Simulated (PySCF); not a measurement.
**Ionisation energy of Pt⁷⁵⁺ by level of theory**

Pt⁷⁵⁺ [He] 2s1 (2S) → Pt⁷⁶⁺ 1s2 (1S), as a difference of total energies. Calculation: PySCF 2.14, in an even-tempered Gaussian basis (17 s from 57 bohr⁻², ratio 2.2; 8 p from 87 bohr⁻², ratio 2.4; 5 d from 260 bohr⁻², ratio 2.4; 5 f from 390 bohr⁻², ratio 2.4; 4 g from 580 bohr⁻², ratio 2.4); the non-relativistic Hamiltonian (point nucleus). Correlated levels: nothing frozen; virtual orbitals above 40 to 60 times the deepest correlated orbital energy dropped. The calculations carry no spin-orbit coupling.

```
                 method  ionisation energy (eV)
                    UHF                 19856.5
                    LDA                 19846.0
                    PBE                 19862.9
                   PBE0                 19861.4
                   TPSS                 19861.7
    MP2 (all electrons)                 19856.7
SCS-MP2 (all electrons)                 19856.7
```

Problem. Estimate what M06-2X gives.

Solution. 19863.7 eV, closest to PBE among the rows shown.

Problem. Estimate what r2SCAN gives.

Solution. 19852.0 eV, closest to UHF among the rows shown.

The gap to the reference is mostly relativistic.

For comparison: 22205.7 ± 0.3 eV (theoretical estimate listed by NIST; NIST Atomic Spectra Database, ionization energies).
